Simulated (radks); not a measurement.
Question: Valence configurations of the nitrogen ion N2+ (all share [He]). All-electron calculation, non-relativistic Kohn-Sham, PBEsol, spin-polarised, spherical densities, point nucleus; open shells are filled with parallel spins first. Program: a radial shooting solver on a logarithmic mesh with Libxc functionals. Order these by energy: 2s1 2p2; 2s1.5 2p1.5; 2p3; 2s2 2p1; 2s0.5 2p2.5.

Answer: From the lowest, in eV above it: 2s2 2p1 0.000; 2s1.5 2p1.5 3.916; 2s1 2p2 6.273; 2s0.5 2p2.5 12.073; 2p3 17.861. NIST lists [He] 2s2 2p1 as the ground configuration; this level of theory agrees among the configurations tried. The energies are those of spherical high-spin densities, not of single terms.
